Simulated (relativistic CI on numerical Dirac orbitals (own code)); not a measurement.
## d2 in a ligand field

Computed with a parametric ligand-field model of a d^n configuration (Racah B and C, spin-orbit zeta, crystal field), exact diagonalisation.

Field parameters in Wybourne normalisation: Oh B⁴₀ = 21Dq, B⁴₄ = √(5/14) B⁴₀. The field is a parameter set, without covalency.

B = 690 cm⁻¹, C = 3250 cm⁻¹ (C/B = 4.71), Oh, no spin-orbit coupling. Tanabe-Sugano data, E/B above the lowest term (Δ = |10Dq|; b, c mark the second and third term of a kind):

```
 Δ/B   3T1    3T2    3A2    1T2     1E    1A1
 1.0  0.00   0.81   1.81  14.77  15.23  22.40
 3.0  0.00   2.49   5.49  15.30  16.13  24.24
 5.0  0.00   4.22   9.22  15.64  16.46  25.90
 7.0  0.00   6.00  13.00  15.84  16.55  27.36
 9.0  0.00   7.82  16.82  15.95  16.56  28.63
11.0  0.00   9.66  20.66  16.00  16.53  29.73
13.0  0.00  11.53  24.53  16.02  16.48  30.67
15.0  0.00  13.42  28.42  16.03  16.43  31.47
17.0  0.00  15.32  32.32  16.02  16.38  32.15
19.0  0.00  17.23  36.23  16.01  16.33  32.74
21.0  0.00  19.16  40.16  15.99  16.29  33.24
23.0  0.00  21.09  44.09  15.98  16.24  33.67
25.0  0.00  23.03  48.03  15.96  16.20  34.05
27.0  0.00  24.97  51.97  15.94  16.17  34.37
29.0  0.00  26.92  55.92  15.92  16.14  34.66
31.0  0.00  28.88  59.88  15.91  16.10  34.91
33.0  0.00  30.84  63.84  15.89  16.08  35.14
35.0  0.00  32.80  67.80  15.87  16.05  35.34
37.0  0.00  34.77  71.77  15.86  16.03  35.52
39.0  0.00  36.74  75.74  15.85  16.00  35.68
41.0  0.00  38.71  79.71  15.83  15.98  35.83
43.0  0.00  40.68  83.68  15.82  15.96  35.96
45.0  0.00  42.66  87.66  15.81  15.94  36.08
47.0  0.00  44.64  91.64  15.80  15.93  36.19
```

The ground term stays 3T1.
